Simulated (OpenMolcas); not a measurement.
**4d⁵ along the 41-electron sequence**

```json
{
 "Program": "OpenMolcas",
 "Method": "SS-CASPT2, IPEA 0.25 Eh, imaginary shift 0.1 Eh",
 "Basis": "ANO-R2",
 "Scalar Hamiltonian": "X2C, finite nucleus",
 "Spin-orbit coupling": "RASSI with atomic mean-field integrals over the reference wave functions, term energies averaged over their components"
}
```

Active space for each ion: 5 electrons in 10 orbitals (4d 5d); closed shells correlated by CASPT2: 4s 4p.

Computed levels in cm-1 above ⁶S_5/2:

```tsv
Level	Rh4+	Pd5+	Ag6+
⁴G_5/2	26670	28730	31160
⁴G_7/2	27040	29330	32020
⁴G_11/2	27220	29590	32350
⁴G_9/2	27280	29700	32510
⁴P_3/2	29870	32140	34880
⁴P_1/2	30810	33380	36440
⁴D_7/2	32180	35000	38250
⁴D_1/2	33320	36590	40310
⁴D_5/2	33970	37280	41010
weight of ⁶S in the lowest level (%)	99	98	98
```

Mixed levels, with the weight of the term that names them: Rh4+ ⁴P_3/2 (57 %), Rh4+ ⁴P_1/2 (69 %), Rh4+ ⁴D_1/2 (70 %), Rh4+ ⁴D_5/2 (57 %), Pd5+ ⁴P_3/2 (55 %), Pd5+ ⁴P_1/2 (68 %), Pd5+ ⁴D_1/2 (69 %), Pd5+ ⁴D_5/2 (56 %), Ag6+ ⁴P_3/2 (54 %), Ag6+ ⁴P_1/2 (67 %), Ag6+ ⁴D_1/2 (68 %), Ag6+ ⁴D_5/2 (54 %).

Measured, with the error of the calculation in %. Measured levels: Ag6+ from the list in Gamrath, thesis, University of Mons (2023).

```tsv
Level	Ag6+
⁴G_5/2	29390 (+6.0)
⁴G_7/2	30378 (+5.4)
⁴G_11/2	30662 (+5.5)
⁴G_9/2	30907 (+5.2)
⁴P_1/2	34605 (+5.3)
⁴D_7/2	36485 (+4.8)
⁴D_1/2	38685 (+4.2)
```

⁴G_5/2 changes by a factor of 1.17 over the same range, with steps per unit of Z of +2060, +2430 cm-1.

CASPT2 breaks the degeneracy within a term, and the mean is taken; among the terms shown or strongly mixed into the levels shown the widest spread is 73 cm-1 (4d⁵ ⁴D, Rh4+). Active for correlation alone: 5d; no level in the range computed is led by a configuration that fills it, so any true level of that kind is missing. Computed and measured levels are paired by configuration, term and J; levels that our copy of the source lacks, or whose pairing is in doubt (as where it misses far off the trend of its configuration), stay unpaired and out of the deviations. Only configurations of the active space appear.
